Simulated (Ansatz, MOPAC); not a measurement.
Species: SiH2I, net charge 0, doublet state. SMILES: [SiH2]I
Geometry: optimised at B3LYP-D3(BJ)/def2-TZVP (Ansatz, a first-principles code).

Wanted: size of the dipole moment, in D. Terms: STO-3G and 3-21G all-electron and non-relativistic; no dispersion term unless named; six Cartesian d functions in 6-31G* and its kin unless marked 5d; def2 sets with scalar-relativistic core potentials past Kr; PM7 with its own dispersion and hydrogen-bond terms; LANL2DZ with its own core potentials from Na on; no spin-orbit coupling; UHF or UKS for open shells. First-principles rows: single points at B3LYP-D3(BJ) geometries (Ansatz). Semi-empirical rows: dipoles at the shared geometry.

```
level                              program  size of the dipole moment (D)
---------------------------------  -------  -----------------------------
PM6                                  MOPAC                           2.15
PM7                                  MOPAC                           2.56
MNDO                                 MOPAC                           3.33
PBE/STO-3G                          Ansatz                           2.15
PBE/3-21G                           Ansatz                           1.05
PBE/LANL2DZ                         Ansatz                           1.32
PBE/def2-SVP                        Ansatz                           0.84
PBE/6-31G* with LANL2DZ past Ar     Ansatz                           1.38
BLYP/6-31G* with LANL2DZ past Ar    Ansatz                           1.31
B3LYP/STO-3G                        Ansatz                           2.28
B3LYP/3-21G                         Ansatz                           1.23
B3LYP/LANL2DZ                       Ansatz                           1.48
B3LYP/6-31G* with LANL2DZ past Ar   Ansatz                           1.55
```

No value to compare with is used here. The 13 habitual levels span 0.84 (PBE/def2-SVP) to 3.33 D (MNDO).

The levels are drawn from those run, B3LYP/6-31G* more often than the rest, none by its result; runs whose electronic state is in doubt are left out.
